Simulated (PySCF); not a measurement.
**Relaxation of singlet Cu₂Te**

Method: B3LYP/[Te def2-SVP with ECP28, Cu def2-SVP], scalar-relativistic core potentials, density fitting, no spin–orbit coupling, PySCF. A (50,194) grid was used.

A hand-made linear start, of D∞h symmetry, held to at least that symmetry:

```xyz
3
charge 0 multiplicity 1, angstrom
Te    0.0000    0.0000    0.0000
Cu    0.0000    0.0000    2.4800
Cu    0.0000    0.0000   -2.4800
```

At each step, columns x, y, z (Å) and Fx, Fy, Fz (eV/Å):

```
step 0  E − E(last) = 9.65 kJ/mol
Te   0.000   0.000   0.000   0.000   0.000   0.000
Cu   0.000   0.000   2.480   0.000   0.000  -0.844
Cu   0.000   0.000  -2.480   0.000   0.000   0.844
step 1  E − E(last) = 3.55 kJ/mol
Te   0.000   0.000   0.000   0.000   0.000   0.000
Cu   0.000   0.000   2.435   0.000   0.000  -0.549
Cu   0.000   0.000  -2.435   0.000   0.000   0.549
step 2  E − E(last) = 0.23 kJ/mol
Te   0.000   0.000   0.000   0.000   0.000   0.000
Cu   0.000   0.000   2.355   0.000   0.000   0.157
Cu   0.000   0.000  -2.355   0.000   0.000  -0.157
step 3  E − E(last) = 0.00 kJ/mol
Te   0.000   0.000   0.000   0.000   0.000   0.000
Cu   0.000   0.000   2.373   0.000   0.000  -0.021
Cu   0.000   0.000  -2.373   0.000   0.000   0.021
step 4  E − E(last) = 0.00 kJ/mol
Te   0.000   0.000   0.000   0.000   0.000   0.000
Cu   0.000   0.000   2.371   0.000   0.000  -0.001
Cu   0.000   0.000  -2.371   0.000   0.000   0.001
```

It ends at D∞h with Te–Cu 2.371 Å (×2); Cu–Te–Cu 180.0°. A frequency run shows 2 imaginary modes (one degenerate set), down to 136i cm⁻¹, so it is a higher-order saddle point. Other isomers or separated fragments may lie lower.
